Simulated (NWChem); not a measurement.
Molecule: SeCl$_{4}$; SMILES Cl[Se](Cl)(Cl)Cl

This build's default masses of Se (78.918 u) and Br (79.917 u) are each other's, which moves their modes by up to 0.6 %.

**Question.** Give the equilibrium geometry at PBE-D3(BJ)/def2-SVP (NWChem) as an XYZ file, with the point group.

**Answer.** point group C2v; any orientation.
```
5

Se     0.0000     0.0000     0.3738
Cl     1.7210     0.0000    -1.0241
Cl     0.0000     2.3433     0.6159
Cl    -1.7210     0.0000    -1.0241
Cl     0.0000    -2.3433     0.6159
```
